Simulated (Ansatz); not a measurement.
`NCS[SiH2]O` and `O[SiH2]S` differ in one atom or group.

Ansatz, PBE0-D4/def2-TZVP geometries, multiplicity 1. Each molecule was computed in one conformer, which needn't be the lowest.

```tsv
property	`NCS[SiH2]O`
HOMO energy (PBE/def2-TZVPP) / eV	-5.81
HOMO–LUMO gap (PBE0/def2-TZVPP) / eV	7.34
LUMO energy (B3LYP/def2-TZVPP) / eV	0.01
LUMO energy (ωB97M-V/def2-TZVPP) / eV	1.93
HOMO–LUMO gap (ωB97M-V/def2-TZVPP) / eV	11.20
HOMO energy (PBE0/def2-TZVPP) / eV	-7.06
```

Task: What does the change do to each property? (Estimate.)

Result: Ansatz gave: 
```json
{"property": "HOMO energy (PBE/def2-TZVPP) / eV", "`O[SiH2]S`": "-6.45", "shift": "-0.64"}
{"property": "HOMO–LUMO gap (PBE0/def2-TZVPP) / eV", "`O[SiH2]S`": "7.96", "shift": "0.62"}
{"property": "LUMO energy (B3LYP/def2-TZVPP) / eV", "`O[SiH2]S`": "-0.02", "shift": "-0.03"}
{"property": "LUMO energy (ωB97M-V/def2-TZVPP) / eV", "`O[SiH2]S`": "1.89", "shift": "-0.04"}
{"property": "HOMO–LUMO gap (ωB97M-V/def2-TZVPP) / eV", "`O[SiH2]S`": "11.80", "shift": "0.60"}
{"property": "HOMO energy (PBE0/def2-TZVPP) / eV", "`O[SiH2]S`": "-7.70", "shift": "-0.64"}
```

The zero-point energy changes by -126.0 kJ/mol with -15 modes.

Positive LUMOs are unbound, so they and the gaps depend on the basis.

B3LYP here is the variant with VWN-RPA as its local correlation; programs differ in this.
